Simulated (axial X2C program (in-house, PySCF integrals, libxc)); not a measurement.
# Bond lengths and stretching modes, held linear, of RuOH⁺

Calculated with an axial X2C code built on PySCF integrals: two-component X2C with atomic mean-field Coulomb and Gaunt terms, Gaussian nuclei, basis Ru dyall-v3z, O dyall-av3z, H dyall-v3z with contracted cores. Spin-free rows use the one-electron spin-free X2C Hamiltonian.

Masses Ru 101.904, O 15.995, H 1.008 u. States: 2c Ω = 4 (beyond evenly filled blocks: ω = 3/2, ω = 5/2); spin-free M_S = 2, Λ = 2 (beyond evenly filled blocks: σα, π+α, π-α, δ+α, δ+β, δ-α).

PBE0, spin-free: energies above the lowest point

| r(Ru–O) (Å) | r(O–H) (Å) | E (meV) |
| --- | --- | --- |
| 1.7638 | 0.9409 | 46.33 |
| 1.7638 | 0.9650 | 30.67 |
| 1.7638 | 0.9891 | 44.43 |
| 1.8090 | 0.9409 | 14.94 |
| 1.8090 | 0.9650 | 0.00 |
| 1.8090 | 0.9891 | 14.53 |
| 1.8090 | 1.0132 | 53.95 |
| 1.8542 | 0.9409 | 47.21 |
| 1.8542 | 0.9650 | 32.74 |
| 1.8542 | 0.9891 | 47.79 |
| 1.8995 | 0.9650 | 115.67 |
| 1.8995 | 1.0132 | 171.36 |

**Question.** Fit a quadratic surface with cubic terms in each bond: where is the minimum, and what are the two stretching wavenumbers?

**Answer.** At PBE0, spin-free: bonds 1.807 and 0.965 Å; harmonic stretches 764.3 and 3816.9 cm⁻¹; force constants 5.02, 8.13 and coupling 0.08 mdyn/Å.

The other levels and Hamiltonians give:

```
Hamiltonian  level  r(Ru–O) (Å)  r(O–H) (Å)  lower stretch (cm⁻¹)  upper stretch (cm⁻¹)
         2c   PBE0        1.807       0.965                 764.1                3818.0
         2c     HF        1.842       0.940                 774.4                4121.2
         2c    LDA        1.785       0.982                 773.2                3627.2
         2c    MP2        1.811       0.967                 781.0                3785.6
  spin-free     HF        1.842       0.940                 774.6                4120.5
  spin-free    LDA        1.785       0.982                 773.2                3625.9
  spin-free    MP2        1.810       0.968                 781.3                3785.5
```

Each state is one determinant, the lowest of a limited PBE0 search; the stretches come from a fit to these few points and carry an uncertainty of a few per cent. Other orders of the atoms were not compared. MP2 freezes inner shells (threshold -2 hartree). The molecule was held linear; bending was not examined, so a bent shape may lie lower. Open-shell Ω = 0 determinants with evenly filled partner blocks cannot be reached by this program, so the Ω shown need not be the lowest component. Note: functional without a current term on a determinant with orbital currents, of the molecule or an atom. Note: several unpaired electrons, one determinant need not be a pure state.
